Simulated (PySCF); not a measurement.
Method: PySCF with B3LYP-D3(BJ)/def2-TZVP // PBE0-D4/def2-SVP. Isolated molecules, 0 K electronic values unless said otherwise. One relaxed conformer stands for a flexible species; it need not be the lowest. B3LYP has the VWN-RPA correlation part, as in Gaussian. Excitations are Tamm–Dancoff values on a coarser integration grid. The basis has no diffuse functions, so Rydberg states are missing or too high.

Reference species (SMILES): `C[O][Ge]([SH])([SH])[SH]` (neutral, multiplicity 1).

```
Property              Result
-------------------  -------
S1 excitation (TDA)  4.93 eV
T1 excitation (TDA)  4.50 eV
HOMO–LUMO gap        5.95 eV
```

After one change: the S1 excitation (TDA) increases by 1.72 eV; the T1 excitation (TDA) rises by 1.74 eV; the HOMO–LUMO gap rises by 1.80 eV.

Task: What was changed between the two runs? The new species is one of these.
(A) `C[O][Ge]([SH])([O]C)[O]C`
(B) `C[O][Ge]([SH])([SH])[O]C`
(C) `C[O][Ge]([O]C)([O]C)[O]C`
(D) `[SH][Ge]([SH])([SH])[SH]`

Result: C, `C[O][Ge]([O]C)([O]C)[O]C`
